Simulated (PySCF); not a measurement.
Several structures and their simulated spectra, in scrambled order.

A. `Cc1ccc2c(c1)C(F)=CC2`
B. `C(C=C)n1nc(F)cc1[SiH3]`
C. `C=C/C=C(/C=C)CF`
D. `F[C@H]1C=Cc2ccccc2C1`

Spectrum 1. 13C{1H} NMR (computed): δ 141.7 (CH), 139.3 (C), 136.7 (C), 134.8 (CH), 134.2 (CH), 133.3 (CH), 132.3 (CH), 130.1 (CH), 85.5 (CH), 38.7 (CH2).

Spectrum 2. 13C{1H} NMR (computed): δ 172.2 (C), 145.5 (C), 142.8 (C), 141.9 (C), 131.9 (CH), 129.8 (CH), 124.0 (CH), 114.2 (CH), 35.7 (CH2), 24.3 (CH3).

Spectrum 3. 13C{1H} NMR (computed): δ 146.4 (CH), 143.9 (CH), 142.4 (C), 139.5 (CH), 129.7 (CH2), 124.4 (CH2), 79.1 (CH2).

Spectrum 4. 13C{1H} NMR (computed): δ 173.1 (C), 143.7 (CH), 135.9 (C), 126.3 (CH2), 108.1 (CH), 59.9 (CH2).

- shielding tensors at PBE0/pcSseg-1 (GIAO)
- geometry from GFN2-xTB
- run in PySCF
- non-relativistic Hamiltonian, one averaged value for each set of equivalent atoms, single conformer, no solvent model

δ = σ(ref) − σ, references computed at the same level: 13C (σref 186.93) against TMS. Splittings of carbon signals by F and P are missing where no couplings were computed. Shifts are as computed. Against solution values, carbons near 30 ppm lie about +3 ppm off and those near 130 ppm about +5 ppm. Of 1211 compounds with measured shifts, 218 miss one by over three times the rms of a fit or turn the order of signals round; such compounds aren't used in these exercises.

Match each spectrum to its structure.

## Answers

1–D, 2–A, 3–C, 4–B.

- Spectrum 1 (D): 10 13C signals; δC 141.7 is an alkene CH; δC 134.8 is an aromatic CH.
- Spectrum 2 (A): 10 13C signals; δC 131.9 is an aromatic CH; δC 129.8 is an aromatic CH.
- Spectrum 3 (C): 7 13C signals; δC 146.4 is an alkene CH; δC 143.9 is an alkene CH.
- Spectrum 4 (B): 6 13C signals; δC 173.1 is an aromatic carbon bearing fluorine; δC 143.7 is an alkene CH.
